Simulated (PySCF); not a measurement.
# [BiO2]-: fields on a plane

Computed with PBE/[Bi def2-TZVPD with ECP60, O def2-TZVPD], scalar-relativistic core potentials, density fitting, no spin–orbit coupling, PySCF.

The singlet minimum has Bi–O 1.985 Å (×2); O–Bi–O 108.5°.

The plane holds Bi1 at (0.00, 0.00), O2 at (1.99, 0.00), O3 at (-0.63, 1.88) Å. Columns run from x = -2.55 to 4.35 Å, rows from y = 4.05 (top) to -1.95 Å, in steps of 0.3 Å. Other isomers or separated fragments may lie lower. Core electrons replaced by a potential are absent, the electrostatic potential uses the reduced nuclear charge, and values within about 0.7 Å of such atoms have no physical meaning.

Give the electron localisation function (set to 0 where the density is under 0.005 e/Å³). Lower edges of the bins: '0' 0.000, '1' 0.089, '2' 0.178, '3' 0.268, '4' 0.357, '5' 0.446, '6' 0.535, '7' 0.624, '8' 0.714, '9' 0.803; top 0.89.


```
000000000000000000000000
000000111000000000000000
000012222210000000000000
001234555432000000000000
012357787643100000000000
123579999863100000000000
135799899973100000000000
236899619962000011000000
235899239851000222210000
124689988521012454321000
012345543222136777531000
001122224432258998742100
001123368873379999852100
001354580084386459863100
013565580084287449852100
025775468863279999752100
036786445543258998642000
036788655553236776531000
036788877653113554320000
005678887752112333210000
000567776531001111000000
```

Give the electrostatic potential (V) (cut at 20 V). Lower edges of the bins (V): '0' -7.49, '1' -7.33, '2' -7.07, '3' -6.66, '4' -6.02, '5' -4.99, '6' -3.37, '7' -0.79, '8' 3.29, '9' 9.75; top 20.0.


```
555554444455555555556666
555444444444555555555666
554443333334445555555556
544332221233444555555556
443223331012344445555555
432236775201334444555555
432269998511233444455555
431279999632333334444555
432269999654433223344555
443358998766542101234455
544456889987653210123455
555567999999766663123445
555678999999879997323445
555679999999999999523445
556679999999999999523445
556678999999879997323445
556667999999766664223455
656667789987654321234455
666666677776543222344555
666666666666554333445555
666666666665554444455555
```

The lowest empty level of this anion is unbound, so it and the gap depend on the basis. With an element this heavy the missing spin–orbit coupling can shift these numbers.
